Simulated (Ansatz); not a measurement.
Ansatz results at the PBE0-D4/def2-TZVP geometry: size of the dipole moment (PBE/def2-TZVPP) 0.11 D; HOMO–LUMO gap (ωB97M-V/def2-TZVPP) 9.69 eV; HOMO–LUMO gap (B3LYP/def2-TZVPP) 5.12 eV.

**Question.** Which molecule gave them?
A. `C=C(F)Br`
B. `BrC(I)I`
C. `ICI`
D. `F/C(Cl)=C(/Cl)I`

**Answer.** D. The others give `BrC(I)I`: 0.69, 9.04, 4.47; `ICI`: 1.12, 9.56, 5.04; `C=C(F)Br`: 1.10, 11.78, 6.94.

B3LYP here is the variant with VWN-RPA as its local correlation; programs differ in this.
